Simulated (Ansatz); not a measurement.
`B[SiH](F)Cl` + H₂ → `B[SiH2]F` + HCl at 400 K and 1 bar (hydrogenolysis of the Si–Cl bond).

Calculated with Ansatz (gas phase, PBE0-D4/def2-TZVP geometries, no zero-point term in ΔE). CCSD(T)/CBS is the MP2 limit (def2-TZVPP, def2-QZVPP) plus CCSD(T) − MP2 in def2-TZVPP, frozen cores. This one scheme is used for every species.

```
      species  CCSD(T)/CBS energy (Eh)  H − E (kJ/mol)  S (J/(mol·K))
`B[SiH](F)Cl`               -875.32432           115.6          350.7
           H₂                 -1.17544            38.0          139.0
   `B[SiH2]F`               -416.08532           126.8          313.4
          HCl               -460.38127            29.6          195.4
```

H − E and S are ideal-gas, rigid-rotor, harmonic terms from PBE0-D4/def2-TZVP, for one conformer and one mirror image of each species. The MP2-based limit puts H₂ 0.8 mEh under its directly extrapolated value; such offsets cancel only in part. 1 Eh = 2625.50 kJ/mol, R = 8.31446 J/(mol·K).

**Question.** By hand: ΔE, ΔH, ΔS and ΔG.

**Answer.** ΔE = (-416.08532) + (-460.38127) − (-875.32432) − (-1.17544) = 0.03317 Eh = 87.1 kJ/mol. Δ(H − E) = 126.8 + 29.6 − 115.6 − 38.0 = 2.8, so ΔH = 89.9 kJ/mol. ΔS = 313.4 + 195.4 − 350.7 − 139.0 = 19.1 J/(mol·K). ΔG = 89.9 − 400 × (19.1)/1000 = 82.3 kJ/mol.

**Question.** By hand: the equilibrium constant, and the temperature at which ΔG would vanish if ΔH and ΔS stayed fixed.

**Answer.** log₁₀ K = −ΔG/(RT ln 10) = -10.7. ΔG = 0 at ΔH/ΔS = 4707 K, far beyond where these terms or the molecules hold.

ΔH outweighs TΔS. A doubt of 5 kJ/mol in ΔE shifts log₁₀ K by 0.7 here. Other conformers and mirror images would add mixing entropy, several J/(mol·K) or more a flexible species. These are equilibria of isolated gas molecules and say nothing of rates. Largest T1 diagnostic: 0.012 (customary marks: 0.02 for closed shells, 0.045 for open ones).
